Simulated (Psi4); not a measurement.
C₃H₃ (SMILES C#C[CH2]), doublet, geometry from GFN2-xTB. Base run: PBE/STO-3G in Psi4.

Here is a job for Psi4.
```
memory 2 GB

molecule mol {
0 2
  C     0.001157    0.010032    0.110390
  C     0.013887    0.120383    1.324638
  C    -0.012957   -0.112321   -1.235932
  H     0.024832    0.215262    2.368646
  H     0.902258   -0.245552   -1.783665
  H    -0.939613   -0.078273   -1.779558
}

set basis sto-3g
set reference uks

energy('pbe')
print_variables()
```

The base run was repeated with changes; each row names its change, and settings that it needs were set with it.

| change | E (Eh) | SCF-reference dipole (D) | SCF-reference <S^2> | core-seconds (rough) |
|---|---|---|---|---|
| base | -114.39508 | 0.03 | 0.765 | 6 |
| functional = x3lyp | -114.48794 | 0.05 | 0.780 | 9 |
| functional = wb97x-v | -114.52191 | 0.05 | 0.787 | 100 |
| functional = wb97m-v | -114.52630 | 0.06 | 0.780 | 90 |
| functional = b97m-v | -114.56808 | 0.05 | 0.774 | 100 |
| functional = cam-b3lyp | -114.46935 | 0.04 | 0.791 | 9 |
| functional = bhhlyp | -114.48111 | 0.04 | 0.818 | 8 |
| functional = scan | -114.50751 | 0.02 | 0.790 | 10 |
| functional = m06-l | -114.50972 | 0.01 | 0.778 | 8 |
| functional = b2plyp | -114.35894 | - | 0.836 | 8 |
| functional = pbe0-dh | -114.38491 | - | 0.828 | 7 |
| functional = hse06 | -114.42873 | 0.02 | 0.787 | 20 |
| functional = m11 | -114.26373 | 0.02 | 0.787 | 9 |

Total energies compare only within one method and basis.

Open shells are given as the SCF converged; they aren't shown to be the lowest states, and a large step between rows can be another state.
